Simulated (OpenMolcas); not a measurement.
**Ne2+: effect of the active space**

```json
{"Program": "OpenMolcas", "Method": "SS-CASPT2 or its RAS form, IPEA 0.25 Eh, imaginary shift 0.1 Eh", "Basis": "ANO-RCC", "Scalar Hamiltonian": "DKH2, point nucleus", "Spin-orbit coupling": "state interaction with AMFI integrals over the reference wave functions, term energies averaged over their components"}
```

A. 6 electrons in 8 orbitals (2s 2p 3s 3p); 2S+1 = 3 even, 3 roots; 2S+1 = 1 even, 6 roots; 2S+1 = 3 odd, 3 roots; 2S+1 = 1 odd, 3 roots; closed shells correlated: 1s; CASPT2 step of the order of 13 core-seconds
B. 4 electrons in 9 orbitals (RAS2 2p; RAS3 3s 3d, at most 1 electron); 2S+1 = 3 even, 3 roots; 2S+1 = 1 even, 6 roots; 2S+1 = 5 odd, 1 root; 2S+1 = 3 odd, 1 root; 2S+1 = 1 odd, 5 roots (0 in the spin-orbit step); closed shells correlated: 1s 2s; CASPT2 step about 11 core-seconds
C. 6 electrons in 9 orbitals (RAS2 2s 2p; RAS3 3d, at most 2 electrons); 2S+1 = 3 even, 3 roots; 2S+1 = 1 even, 6 roots; 2S+1 = 3 odd, 3 roots; 2S+1 = 1 odd, 3 roots; closed shells correlated: 1s; CASPT2 step about 18 core-seconds

Energies in cm⁻¹ above 2s² 2p⁴ ³P₂, the measured ground level; measured values from Moore, Atomic Energy Levels, vol. I, NSRDS-NBS 35 (1971 reprint of NBS Circular 467, 1949).

```json
{"Level": "2s² 2p⁴ ³P₂", "A": "0.0", "B": "0.0", "C": "0.0", "Measured": "0.0"}
{"Level": "2s² 2p⁴ ³P₁", "A": "586", "B": "604", "C": "600", "Measured": "650"}
{"Level": "2s² 2p⁴ ³P₀", "A": "863", "B": "891", "C": "885", "Measured": "927"}
{"Level": "2s² 2p⁴ ¹D₂", "A": "26060", "B": "25860", "C": "25840", "Measured": "25841"}
{"Level": "2s² 2p⁴ ¹S₀", "A": "55600", "B": "60840", "C": "55590", "Measured": "55747"}
```

Deviations, from unrounded energies. A percentage is the sum of absolute deviations over the sum of measured energies, with the sign that they share, or ± where signs differ.

| Against measurement | Levels | A | B | C |
| --- | --- | --- | --- | --- |
| mean absolute deviation (cm-1) | 4 | 120 | 1300 | 63 |
| fine structure of the ground term (%) | 2 | -8.1 | -5.2 | -5.8 |
| other terms of the ground configuration (%) | 2 | ±0.4 | +6.3 | -0.2 |

C lies closest to measurement on these levels and B furthest from it. The largest miss of C in the table is 2s² 2p⁴ ¹S₀, by -160 cm-1. The ranking rests on the paired levels alone, and a cruder setting can come out closer through cancelling errors.

Among A to C the level of the table that moves most is 2s² 2p⁴ ¹S₀, by 5300 cm-1 (lowest in C, highest in B). Moves below CASPT2's spread within the term are not significant.

CASPT2 breaks the degeneracy within a term, and the mean is taken; among the terms shown or strongly mixed into the levels shown the widest spread is 44 cm-1 (2s² 2p⁴ ¹D, B). Active for correlation alone: 3p 3s; no level in the range computed is led by a configuration that fills them, so any true level of that kind is missing (holds for A). With the s shell closed, the reference lacks s² → p² mixing (holds for B). Active for correlation alone: 3d; no level in the range computed is led by a configuration that fills it, so any true level of that kind is missing (holds for C). Computed and measured levels are paired by configuration, term and J; levels that our copy of the source lacks, or whose pairing is in doubt (as where it misses far off the trend of its configuration), stay unpaired and out of the deviations. Only configurations of the active space appear. The table leaves out levels that lie high or whose names do not pair safely across all columns.
